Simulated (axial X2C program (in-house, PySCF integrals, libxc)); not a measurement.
CoTe: from the spin-free to the two-component result

Calculated with an in-house all-electron X2C program for linear molecules (integrals from PySCF). Spin-free means the one-electron spin-free X2C Hamiltonian; two-component (2c) means X2C with spin–orbit coupling and atomic mean-field two-electron Coulomb and Gaunt terms, so the difference of the two also holds small scalar two-electron terms. Basis: Te dyall-cv3z [11s12p8d4f1g], Co dyall-cv3z [9s10p6d3f2g] (cores contracted in-house); Gaussian nuclei, density fitting, unrestricted open shells. Masses: Te 129.906 u, Co 58.933 u.

Spin-free state: M_S = 3/2, Λ = 2 (beyond evenly filled blocks: π+α, π-α, δ+α, δ+β, δ-α); fragments Te + Co.

```tsv
level	Re (Å)	ωe (cm⁻¹)	De (eV)	μ (D)
TPSS	2.280	319.4	3.199	3.44
```

Dipoles are positive if Co is the positive end.

Two-component determinant lowest at the distance of the search:

Ω = 7/2 (⟨Sz⟩ = 1.50, ⟨Lz⟩ = 2.00 at TPSS); fragments Te + Co.

| level | Re (Å) | ωe (cm⁻¹) | μ (D) |
| --- | --- | --- | --- |
| TPSS | 2.284 | 315.8 | 3.39 |

(1) From the two tables, how do the constants change at the TPSS level (2c against spin-free)?

One determinant describes the state; a PBE0 search over occupations chose it and may have missed a lower one. Dissociation energies refer to the lowest single-determinant-based atoms at the same level and basis. De is not given where an atomic determinant may have missed its ground term or J level, or where the truncated virtual space spoils (T). Density functionals use the spin component along the axis (collinear). Other states lie close and PBE0, whose exact exchange favours high spin, may order them wrongly; the determinant shown need not be the ground state. The nearest other spin-free determinant of the search, M_S = 1/2, Λ = 4, lies 0.57 eV up at the distance of the search. The functionals have no current-density term, which raises determinants with orbital currents, atoms included. With several unpaired electrons one determinant need not be a pure state. A state of lower Ω lies just above, and one determinant can place such states too high, so the state shown need not be the lowest. The search has Ω = 1/2 only 0.05 eV up.

## Answers

(1) At the TPSS level Re rises by 0.004 Å and ωe drops by 3.6 cm⁻¹.
